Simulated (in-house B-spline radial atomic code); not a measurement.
A fraction x of an electron is removed from 4p in Zr2+, starting from [Kr] 4d2 and keeping the highest spin. Method: scalar-relativistic (X2C) AM05, spin-polarised, spherical fractional occupations, Fermi nucleus of rms radius 4.2694 fm. Calculated with a radial B-spline atomic code at the basis-set limit.

| x | E(x) - E(0) (eV) | 4p down level (eV) |
| --- | --- | --- |
| 0 | 0.0000 | -46.130 |
| 0.01 | 0.4619 | -46.257 |
| 0.23 | ? | ? |
| 0.27 | 12.9231 | -49.614 |
| 0.41 | 19.9979 | -51.458 |
| 0.5 | 24.6829 | -52.656 |
| 0.57 | 28.4016 | -53.594 |
| 0.66 | ? | ? |
| 0.84 | 43.3649 | -57.258 |
| 0.92 | 47.9894 | -58.356 |
| 1 | 52.7021 | -59.461 |

Task: What belongs in the row x = 0.23?

Result: An energy change of 10.9490 eV; 4p down at -49.091 eV.

Task: What belongs in the row x = 0.66?

Result: An energy change of 33.2796 eV; 4p down at -54.807 eV.

Task: Check Janak's theorem between x = 0.27 and 0.41.

Result: The slope of the energy is 50.53 eV; the orbital levels give 50.54 eV (-ε of the emptying orbital, averaged over the two points).
